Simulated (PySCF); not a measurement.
## Polarisability and C₆ of Co (cobalt, neutral)

[Ar] 3d6 4s2 4p1, one real determinant (an excited configuration). Calculation: PySCF 2.14, in aug-cc-pwCVTZ-DK with one added diffuse shell each of s, p, d, f, g type (11s10p8d5f4g, 152 functions); the spin-free X2C one-electron Hamiltonian (Gaussian nucleus). Coupled (time-dependent) response in atomic units; α is the mean over directions.

| method | mean α (bohr³) | α xx, yy, zz | C₆ (like pair) | S(−4) |
| --- | --- | --- | --- | --- |
| PW91 | 67.49 | 55.27, 55.27, 91.94 | 654.8 | 2713 |

S(−4) is the Cauchy moment in α(ω) = α(0) + S(−4) ω² + …

α(iu) at PW91:

```tsv
u (hartree)	α(iu) (bohr³)
0	67.49
0.0500	61.65
0.100	50.42
0.200	31.83
0.300	20.92
0.500	10.85
0.750	6.134
1.00	4.080
1.50	2.323
2.00	1.566
3.00	0.8916
5.00	0.4215
```

A single London oscillator, α(iu) = α/(1 + u²/ω²), gives C₆ = (3/4) ω α². Matching the computed C₆ needs ω = 4 × 654.8 / (3 × 67.49²) = 0.192 hartree.

The components differ because the open shell of this determinant is not spherical; for a pure term their mean is the scalar polarisability.

⟨L²⟩ = 8.03 against 12 for a pure F term, so this real determinant mixes terms.
